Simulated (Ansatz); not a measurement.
Calculated with Ansatz (gas phase, PBE0-D4/def2-TZVP geometries, no zero-point term in ΔE). CBS: MP2 limit from def2 TZ/QZ plus the TZ coupled-cluster correction, frozen cores. Functionals use def2-TZVPP. B3LYP here is the variant with VWN-RPA as its local correlation; programs differ in this. def2 core potentials past Kr. For In outer-core shells are correlated without core-valence functions, which leaves a few kJ/mol of doubt a bond. One conformer a species, not always the lowest.

Reaction (formal exchange of groups at a C–In bond): `[CH3][InH][CH2][SiH3]` + `OC(F)(F)[SiH3]` → `C[SiH2]C(O)(F)F` + `[SiH3][CH2][InH2]`

`[CH3][InH][CH2][SiH3]`:

Cartesian coordinates in Å:
```
C -1.669 -1.119 -1.482
In -0.468 -1.244 0.301
C 1.333 -0.040 0.416
Si 0.977 1.724 0.875
H -2.391 -0.306 -1.368
H -1.050 -0.898 -2.353
H -2.223 -2.042 -1.657
H -0.888 -2.239 1.653
H 2.010 -0.487 1.149
H 1.818 -0.063 -0.565
H 0.277 1.792 2.191
H 0.076 2.350 -0.135
H 2.199 2.573 0.976
```

`OC(F)(F)[SiH3]`:

Cartesian coordinates in Å:
```
O -0.696 1.115 0.972
C 0.223 0.650 0.096
F 1.481 0.777 0.626
F 0.247 1.443 -1.022
Si -0.133 -1.184 -0.379
H -0.487 2.035 1.187
H 0.921 -1.598 -1.334
H -1.474 -1.244 -1.005
H -0.082 -1.996 0.858
```

`C[SiH2]C(O)(F)F`:

Z-matrix (Å, degrees):
```
C
Si 1 1.861
H 1 1.092 2 110.4
H 1 1.092 2 110.5 3 -119.8
H 1 1.092 2 110.8 3 120.1
C 2 1.929 1 108.7 3 60.3
H 2 1.484 1 112.6 3 -57.8
H 2 1.484 1 112.6 3 177.3
F 6 1.370 2 111.5 1 177.6
O 6 1.354 2 111.2 1 -59.5
F 6 1.375 2 110.4 1 62.3
H 10 0.968 6 108.9 2 179.7
```

`[SiH3][CH2][InH2]`:

Z-matrix (Å, degrees):
```
Si
C 1 1.860
H 1 1.491 2 110.4
H 1 1.490 2 113.1 3 120.7
H 1 1.491 2 110.4 3 -118.5
In 2 2.161 1 112.9 3 59.1
H 2 1.093 1 109.3 3 179.8
H 2 1.094 1 109.3 3 -61.5
H 6 1.726 2 119.1 1 -89.8
H 6 1.726 2 119.1 1 90.2
```

| level | ΔE (kJ/mol) | difference from CCSD(T)/CBS |
| --- | --- | --- |
| PBE-D4 | -24.9 | -5.2 |
| r2SCAN-D4 | -27.7 | -8.0 |
| PBE0-D4 | -27.4 | -7.7 |
| B3LYP-D4 | -25.3 | -5.6 |
| ωB97X-V | -27.2 | -7.5 |
| ωB97M-V | -27.8 | -8.1 |
| B2PLYP | -21.5 | -1.8 |
| PBE | -23.5 | -3.8 |
| r2SCAN | -27.4 | -7.7 |
| PBE0 | -26.3 | -6.6 |
| B3LYP | -23.1 | -3.4 |
| HF/def2-TZVPP | -28.7 | -9.0 |
| MP2/def2-TZVPP | -17.0 | 2.7 |
| SCS-MP2/def2-TZVPP | -17.8 | 1.9 |
| CCSD/def2-TZVPP | -21.6 | -1.9 |
| CCSD(T)/def2-TZVPP | -20.4 | -0.7 |
| HF/def2-QZVPP | -28.4 | -8.7 |
| MP2/def2-QZVPP | -16.5 | 3.2 |
| SCS-MP2/def2-QZVPP | -17.6 | 2.1 |
| HF/CBS(def2) | -28.4 | -8.7 |
| MP2/CBS(def2) | -16.3 | 3.4 |
| CCSD/CBS(def2) | -21.0 | -1.3 |
| CCSD(T)/CBS | -19.7 | 0 |

Largest T1 diagnostic among the species: 0.013.

In def2-TZVPP, CCSD(T) changes the Hartree–Fock value by +8.3 kJ/mol (the triples alone add +1.3 kJ/mol) and MP2 by +11.7 kJ/mol.
